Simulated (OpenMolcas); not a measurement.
Nd4+: effect of the active space

```yaml
Program: OpenMolcas
Method: SS-CASPT2 or its RAS form, IPEA 0.25 Eh, imaginary shift 0.1 Eh
Basis: ANO-RCC-VTZP
Scalar_Hamiltonian: DKH2, point nucleus
Spin-orbit_coupling: RASSI with atomic mean-field integrals over the reference wave functions, term energies averaged over their components
```

A. 2 electrons in 7 orbitals (4f); 2S+1 = 3 even, 21 roots; 2S+1 = 1 even, 28 roots; closed shells correlated: 5s 5p; CASPT2 step of the order of 40 core-seconds
B. 2 electrons in 12 orbitals (RAS2 4f; RAS3 5d, at most 1 electron); 2S+1 = 3 even, 21 roots; 2S+1 = 1 even, 28 roots; 2S+1 = 3 odd, 35 roots; 2S+1 = 1 odd, 35 roots; closed shells correlated: 5s 5p; CASPT2 step about 11 core-minutes
C. 2 electrons in 14 orbitals (4f 5f); 2S+1 = 3 even, 18 roots; 2S+1 = 1 even, 27 roots; closed shells correlated: 5s 5p; CASPT2 step of the order of 40 core-minutes

Energies in cm⁻¹ above 4f² ³H₄, the measured ground level; measured values from the list in Carvajal Gallego et al., Mon. Not. R. Astron. Soc. 518, 332 (2023).

```tsv
Level	A	B	C	Measured
4f² ³H₄	0.0	0.0	0.0	0.0
4f² ³H₅	3010	3010	3010	2834
4f² ³H₆	6110	6110	6140	5743
4f² ³F₂	6490	6550	6440	5894
4f² ³F₃	8470	8530	8410	7785
4f² ³F₄ [54 %]	8820	8850	8870	
4f² ¹G₄ [53 %]	12810	12830	12910	
4f² ¹D₂	23550	23680	24180	20551
```

Deviations, from unrounded energies. A percentage is the sum of absolute deviations over the sum of measured energies, with the sign that they share, or ± where signs differ.

```
                        Against measurement  Levels      A      B      C
             mean absolute deviation (cm-1)       5    960   1000   1100
      fine structure of the ground term (%)       2   +6.3   +6.3   +6.7
other terms of the ground configuration (%)       3  +12.5  +13.3  +14.0
```

A, B lie about equally close to measurement and C furthest from it. The largest miss of A in the table is 4f² ¹D₂, by +3000 cm-1. The ranking rests on the paired levels alone, and a cruder setting can come out closer through cancelling errors.

The spin-orbit steps hold different terms of 4f² (C lacks ¹S, ³P), which shifts levels as well.

The two smallest mean deviations differ by little beside CASPT2's spread within terms, so their order carries little weight.

Among A to C the level of the table that moves most is 4f² ¹D₂, by 640 cm-1 (lowest in A, highest in C). Moves below CASPT2's spread within the term are not significant.

CASPT2 breaks the degeneracy within a term, and the mean is taken; among the terms shown or strongly mixed into the levels shown the widest spread is 400 cm-1 (4f² ¹G, B). Some terms miss by over 15 % even with CASPT2, which points to a basis or an active space too small for the shells correlated (holds for B; C). Active for correlation alone: 5f; no level in the range computed is led by a configuration that fills it, so any true level of that kind is missing (holds for C). Measured partners are found by configuration, term and J. A level has none where our copy of the source lacks it or the pairing is in doubt (some pairs that miss far off the trend of their configuration count as doubtful), and it then counts in no deviation. Levels of configurations outside the active space are missing. Levels that lie high or do not pair safely by name in every column are left out.

A share in square brackets marks a mixed level and gives the weight of the term that names it, the lowest over the columns.
